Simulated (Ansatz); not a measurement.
`O[Si](F)([SiH3])Cl` + HBr → `O[Si]([SiH3])(Cl)Br` + H–F at 500 K and 1 bar (ligand exchange at the Si–F bond).

Computed with Ansatz on PBE0-D4/def2-TZVP structures; ΔE is electronic, products minus reactants. CCSD(T)/CBS adds triple-zeta CCSD(T) − MP2 to the extrapolated MP2 energy (def2 sets, frozen cores). This one scheme is used for every species. For Br outer-core shells are correlated without core-valence functions, which leaves a few kJ/mol of doubt a bond. Scalar relativity is left out up to krypton. Each species was taken in one conformer, which may not be the lowest.

```json
{"species": "`O[Si](F)([SiH3])Cl`", "CCSD(T)/CBS energy (Eh)": "-1215.48049", "H − E (kJ/mol)": "167.4", "S (J/(mol·K))": "441.4"}
{"species": "HBr", "CCSD(T)/CBS energy (Eh)": "-2573.91920", "H − E (kJ/mol)": "30.5", "S (J/(mol·K))": "213.7"}
{"species": "`O[Si]([SiH3])(Cl)Br`", "CCSD(T)/CBS energy (Eh)": "-3688.98681", "H − E (kJ/mol)": "165.5", "S (J/(mol·K))": "467.1"}
{"species": "H–F", "CCSD(T)/CBS energy (Eh)": "-100.39570", "H − E (kJ/mol)": "39.4", "S (J/(mol·K))": "188.7"}
```

H − E and S are ideal-gas, rigid-rotor, harmonic terms from PBE0-D4/def2-TZVP, for one conformer and one mirror image of each species. 1 Eh = 2625.50 kJ/mol, R = 8.31446 J/(mol·K).

Problem. By hand: ΔE, ΔH, ΔS and ΔG.

Solution. ΔE = (-3688.98681) + (-100.39570) − (-1215.48049) − (-2573.91920) = 0.01718 Eh = 45.1 kJ/mol. Δ(H − E) = 165.5 + 39.4 − 167.4 − 30.5 = 7.0, so ΔH = 52.1 kJ/mol. ΔS = 467.1 + 188.7 − 441.4 − 213.7 = 0.7 J/(mol·K). ΔG = 52.1 − 500 × (0.7)/1000 = 51.8 kJ/mol.

Problem. By hand: the equilibrium constant, and the temperature at which ΔG would vanish if ΔH and ΔS stayed fixed.

Solution. log₁₀ K = −ΔG/(RT ln 10) = -5.4. ΔG = 0 at ΔH/ΔS = 74429 K, far beyond where these terms or the molecules hold.

The number of gas molecules stays the same, so ΔS is small and ΔH decides. A doubt of 5 kJ/mol in ΔE shifts log₁₀ K by 0.5 here. Other conformers and mirror images would add mixing entropy, several J/(mol·K) or more a flexible species. These are equilibria of isolated gas molecules and say nothing of rates. Largest T1 diagnostic: 0.012 (customary marks: 0.02 for closed shells, 0.045 for open ones).
